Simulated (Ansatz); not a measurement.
`BBO[SiH](C)F`, charge 0, multiplicity 1.

(1) Give a relaxed structure at PBE0-D4/def2-TZVP (the Gaussian-basis code of Ansatz). (Estimate.)

Answers

(1) Ansatz gave: 
Z-matrix (Å, degrees):
```
Si
C 1 1.842
F 1 1.595 2 109.2
O 1 1.646 2 109.2 3 116.8
H 1 1.481 2 114.5 3 -120.2
H 2 1.092 1 110.8 3 60.1
H 2 1.093 1 110.5 3 -180.0
H 2 1.092 1 110.6 3 -60.1
B 4 1.360 1 131.6 2 140.1
B 9 1.670 4 123.6 1 177.5
H 9 1.216 4 118.0 1 -3.0
H 10 1.200 9 122.0 4 91.6
H 10 1.199 9 121.9 4 -93.1
```
This is one stationary point; other conformers may exist.
